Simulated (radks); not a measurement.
Ir+, 76 electrons, occupied as [Xe] 4f14 5d6 6s2 (not the ground configuration).

Method: Dirac Kohn-Sham, PBEsol, spin-unpolarised, spherical densities, finite nucleus; open shells fill j = l - 1/2 first; Fermi nuclear charge, rms radius 5.4032 fm; computed with a radial shooting solver on a logarithmic mesh with Libxc functionals.

Energy parts (eV):
| part | energy |
|---|---|
| total | -485699.00 |
| kinetic | 553127.85 |
| electron-nucleus | -1218032.83 |
| Hartree | 188549.36 |
| exchange-correlation | -9343.37 |

Orbitals (lengths in bohr, moments of r in powers of bohr; <r^-3> diverges for s and p1/2; r(max) is where P^2 peaks):
orbital,occ.,eigenvalue (eV),<r^-3>,r(max),<1/r>
1s1/2,2,-75966.91,-,0.01082,92.11
2s1/2,2,-13289.73,-,0.06253,22.55
2p1/2,2,-12735.82,-,0.04621,22.52
2p3/2,4,-11109.27,18740,0.05337,18.58
3s1/2,2,-3116.486,-,0.1760,8.279
3p1/2,2,-2867.326,-,0.1644,8.196
3p3/2,4,-2511.223,4310,0.1790,7.173
3d3/2,4,-2093.395,750.0,0.1397,7.071
3d5/2,6,-2016.407,628.5,0.1437,6.834
4s1/2,2,-673.2158,-,0.3978,3.495
4p1/2,2,-567.9583,-,0.3965,3.386
4p3/2,4,-483.6419,1022,0.4269,3.029
4d3/2,4,-310.6858,158.0,0.4211,2.822
4d5/2,6,-295.0325,129.5,0.4306,2.738
5s1/2,2,-108.8449,-,0.8912,1.395
5p1/2,2,-75.6513,-,0.9460,1.268
4f5/2,6,-74.9819,25.74,0.3924,2.334
4f7/2,8,-71.8607,24.49,0.3972,2.300
5p3/2,4,-61.9178,163.5,1.027,1.141
5d3/2,4,-18.1689,13.98,1.264,0.8233
5d5/2,2,-16.8293,11.07,1.303,0.7924
6s1/2,2,-14.6255,-,2.286,0.4846

The highest occupied level is 6s1/2 at -14.625 eV. Summed over all electrons, <r^2> = 54.83 bohr^2, which gives a Langevin (diamagnetic) susceptibility term of -43.4 x 10^-6 cm^3/mol. The electron density at the nucleus is 1.818e+06 e/bohr^3. The density falls to 0.001 e/bohr^3 at r = 4.20 bohr.
